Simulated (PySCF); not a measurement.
**From computed data to an observable: dipole moment from atomic charges**

BFGeH4, SMILES F[BH][GeH3]. Atoms are numbered in the order given.

```xyz
7

B      0.4686    -1.2664    -0.2164
F     -0.4152    -2.1942     0.0947
Ge     0.0039     0.7461     0.0203
H      0.1431     1.4710    -1.3312
H     -1.4147     0.9859     0.5604
H      1.0121     1.3983     0.9845
H      1.5280    -1.6519    -0.6326
```

Geometry: PBE0-D3(BJ)/def2-TZVP.

Charges (e) from ωB97X/def2-TZVPD run with PySCF:

```tsv
atom	IAO	ESP fit
B1	0.233	0.474
F2	-0.290	-0.242
Ge3	0.325	-0.034
H4	-0.086	-0.028
H5	-0.088	-0.014
H6	-0.086	-0.027
H7	-0.009	-0.128
```

The dipole moment of the full density is 0.55 D.

Task: What dipole moment does each set of point charges give, and which comes closer to that of the density?

Result: 
μ = Σ q r, and 1 e Å = 4.8032 D.
IAO: Σ q r = (0.242, 0.265, -0.085) e Å, |μ| = 1.77 D.
ESP fit: Σ q r = (0.115, 0.024, -0.042) e Å, |μ| = 0.60 D.
ESP fit comes closer in size. Point charges leave out the atoms' own dipoles (lone pairs, polarised bonds); fits to the potential absorb them, partitions of the density don't.
